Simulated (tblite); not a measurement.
Species: C5H12ClFSi.
Cartesian coordinates in Å at the GFN2-xTB level; atoms count from 1:
```xyz
20
C5H12ClFSi angstrom
C     -2.544   -0.282    0.720
C     -1.040   -0.453    0.918
Si    -0.042   -0.010   -0.639
C     -0.489    1.751   -1.246
Cl    -0.379    2.880    0.136
C      1.846    0.015   -0.267
C      2.385   -1.254    0.369
F      2.489    0.204   -1.493
H     -2.894   -0.884   -0.116
H     -2.785    0.758    0.516
H     -3.088   -0.587    1.612
H     -0.836   -1.487    1.203
H     -0.725    0.169    1.758
H     -0.282   -0.941   -1.752
H     -1.503    1.826   -1.630
H      0.197    2.119   -2.005
H      2.136    0.883    0.336
H      1.950   -1.375    1.356
H      3.468   -1.204    0.463
H      2.132   -2.119   -0.239
```

Calculated harmonic vibrations of the isolated species, GFN2-xTB (tblite), most abundant isotopes, no scaling. This tight-binding method is rough: wavenumbers can miss measured ones by several per cent, in bad cases by 10 to 20. Modes of hydrogen on silicon can be 10 to 20 % off. One conformer, not necessarily the lowest.

Harmonic wavenumbers (cm⁻¹): 34.2, 40.4, 58.3, 88.3, 113.9, 142.5, 194.1, 213.3, 248.3, 261.8, 269.7, 333.3, 423.8, 587.9, 606.6, 653.3, 674.8, 716.8, 739.2, 753.9, 777.2, 903.8, 978.5, 1000.0, 1021.9, 1066.2, 1076.4, 1087.2, 1119.7, 1186.7, 1234.0, 1247.2, 1285.3, 1286.9, 1400.2, 1417.7, 1430.1, 1467.3, 1480.0, 1498.4, 1507.4, 1511.2, 2218.2, 2908.7, 2967.2, 2980.3, 3003.1, 3005.6, 3025.5, 3028.2, 3036.7, 3044.8, 3047.8, 3055.4.

A = 1495, B = 978.1, C = 706.2 MHz; mass 154.038 u (most abundant isotopes); point group C1, symmetry number 1.

Question: Zero-point energy?

Answer: ½Σν̃ = 34730 cm⁻¹ = 99.30 kcal/mol.

Question: Entropy at 350 K, 1 bar (ideal gas, RRHO, classical rotation)?

Answer: Translation 41.83, rotation 30.60, vibration 45.91: S = 118.3 cal/(mol K).

Question: And Cp and H(350 K) − H(0)?

Answer: Cp = 47.96 cal/(mol K), of which vibrations give 40.01 (their classical limit is 54 R = 107.3); H(350 K) − H(0) = 10.50 kcal/mol without the zero-point energy, 7.72 from vibrations.

Question: Which modes carry the vibrational entropy at 350 K?

Answer: 34.2 cm⁻¹: 5.89; 40.4 cm⁻¹: 5.56; 58.3 cm⁻¹: 4.83; 88.3 cm⁻¹: 4.01; 113.9 cm⁻¹: 3.51; 142.5 cm⁻¹: 3.08 cal/(mol K); the other 48 give 19.03 together.

Question: How do the functions run with temperature in this model?

Answer: 
```csv
T (K),S (cal/(mol K)),Cp (cal/(mol K)),H − H(0) (kcal/mol),G − H(0) (kcal/mol),ln q(vib)
100,76.8,23.2,1.59,-6.09,3.21
200,96.0,33.1,4.42,-14.79,7.00
300,111.3,43.0,8.23,-25.17,10.40
500,137.7,61.0,18.71,-50.15,16.60
800,170.6,78.8,39.91,-96.58,24.99
1000,189.1,86.7,56.50,-132.58,30.07
```

q(vib) and H(0) count from the zero-point level.

Hindered rotation and anharmonicity are outside this model. Other conformers, if any are populated, would add a mixing term that is left out. The structure is chiral; the term R ln 2 for an equal mix with its mirror image is left out.
